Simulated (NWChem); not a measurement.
System: GeHF, singlet; SMILES [F][GeH]

Parts of the log:

```
             Northwest Computational Chemistry Package (NWChem) 7.3.0
             --------------------------------------------------------

 CS  symmetry detected

                             Geometry "geometry" -> ""
                             -------------------------

 Output coordinates in angstroms (scale by  1.889725989 to convert to a.u.)

  No.       Tag          Charge          X              Y              Z
 ---- ---------------- ---------- -------------- -------------- --------------
    1 Ge                  32.0000     0.04495063     0.37233931     0.00000000
    2 H                    1.0000    -1.55803872     0.54122462     0.00000000
    3 F                    9.0000     0.01329097    -1.38400917     0.00000000

 Effective nuclear repulsion energy (a.u.)      99.1807175563

      Symmetry information
      --------------------

 Group name             Cs
 Group number              2
 Group order               2
 No. of unique centers     3

                                Z-matrix (autoz)
                                --------

 Units are Angstrom for bonds and degrees for angles

      Type          Name      I     J     K     L     M      Value
      ----------- --------  ----- ----- ----- ----- ----- ----------
    1 Stretch                  1     2                       1.61186
    2 Stretch                  1     3                       1.75663
    3 Bend                     2     1     3                94.98160

  pbe96 is a nonlocal functional; adding pw91lda local functional.

                           NWChem Geometry Optimization
                           ----------------------------

 maximum gradient threshold         (gmax) =   0.000450
 rms gradient threshold             (grms) =   0.000300
 maximum cartesian step threshold   (xmax) =   0.001800
 rms cartesian step threshold       (xrms) =   0.001200
 fixed trust radius                (trust) =   0.300000
 source of zmatrix                         =   autoz

          -------------------
          Energy Minimization
          -------------------

 Using diagonal initial Hessian
 Scaling for Hessian diagonals: bonds = 1.00  angles = 0.25  torsions = 0.10

          --------
          Step   0

                                 NWChem DFT Module
                                 -----------------

[...]

      ----------------------
      Optimization converged
      ----------------------

  Step       Energy      Delta E   Gmax     Grms     Xrms     Xmax
  ---- ---------------- -------- -------- -------- -------- --------
@    3   -2176.69401794 -1.1D-06  0.00011  0.00008  0.00100  0.00158
                                     ok       ok       ok       ok

                                Z-matrix (autoz)
                                --------

 Units are Angstrom for bonds and degrees for angles

      Type          Name      I     J     K     L     M      Value     Gradient
      ----------- --------  ----- ----- ----- ----- ----- ---------- ----------
    1 Stretch                  1     2                       1.63322   -0.00003
    2 Stretch                  1     3                       1.77738    0.00011
    3 Bend                     2     1     3                95.21879   -0.00007

                         Geometry "geometry" -> "geometry"
                         ---------------------------------

 Output coordinates in angstroms (scale by  1.889725989 to convert to a.u.)

  No.       Tag          Charge          X              Y              Z
 ---- ---------------- ---------- -------------- -------------- --------------
    1 Ge                  32.0000     0.05108083     0.37712763     0.00000000
    2 H                    1.0000    -1.57269915     0.55243830     0.00000000
    3 F                    9.0000     0.02182120    -1.40001117     0.00000000

 Effective nuclear repulsion energy (a.u.)      98.0035149096

      Symmetry information
      --------------------

 Group name             Cs
 Group number              2
 Group order               2
 No. of unique centers     3

[...]

 Rotational Constants
 --------------------
 A=   6.428779 cm-1  (  9.249373 K)
 B=   0.351037 cm-1  (  0.505052 K)
 C=   0.332861 cm-1  (  0.478902 K)

 Temperature                      =   298.15K
 frequency scaling parameter      =   1.0000

 Zero-Point correction to Energy  =    4.543 kcal/mol  (  0.007240 au)
 Thermal correction to Energy     =    6.464 kcal/mol  (  0.010302 au)
 Thermal correction to Enthalpy   =    7.057 kcal/mol  (  0.011246 au)

 Total Entropy                    =   60.435 cal/mol-K
   - Translational                =   39.514 cal/mol-K (mol. weight =  93.9281)
   - Rotational                   =   20.293 cal/mol-K (symmetry #  =        1)
   - Vibrational                  =    0.629 cal/mol-K

 Cv (constant volume heat capacity) =    7.657 cal/mol-K
   - Translational                  =    2.979 cal/mol-K
   - Rotational                     =    2.979 cal/mol-K
   - Vibrational                    =    1.698 cal/mol-K

[normal modes left out]

 ----------------------------------------------------------------------------
 Normal Eigenvalue ||           Projected Infra Red Intensities
  Mode   [cm**-1]  || [atomic units] [(debye/angs)**2] [(KM/mol)] [arbitrary]
 ------ ---------- || -------------- ----------------- ---------- -----------
    1       -0.000 ||    0.000461           0.011         0.450       0.078
    2        0.000 ||    0.000597           0.014         0.582       0.101
    3        0.000 ||    0.000471           0.011         0.459       0.080
    4        0.000 ||    0.001865           0.043         1.818       0.315
    5        0.000 ||    0.001731           0.040         1.688       0.293
    6        0.000 ||    0.000000           0.000         0.000       0.000
    7      657.227 ||    0.066793           1.541        65.113      11.291
    8      737.850 ||    0.031189           0.720        30.405       5.272
    9     1784.307 ||    0.429290           9.904       418.493      72.570
 ----------------------------------------------------------------------------
```

Level: PBE/def2-SVP. Low-valent species are run as closed-shell singlets; no triplet was tried in these runs.

Reconstruct the input file.

Several could match; the one computed here: the input that was run:
```
start job
memory heap 200 mb stack 900 mb global 1100 mb
geometry units angstroms
  Ge     0.013041     0.355212     0.000000
  H     -1.594359     0.475055     0.000000
  F      0.035044    -1.401284     0.000000
end
basis spherical
  * library def2-svp
end
dft
  xc xpbe96 cpbe96
  iterations 150
end
driver
  maxiter 120
end
task dft optimize
task dft freq
```
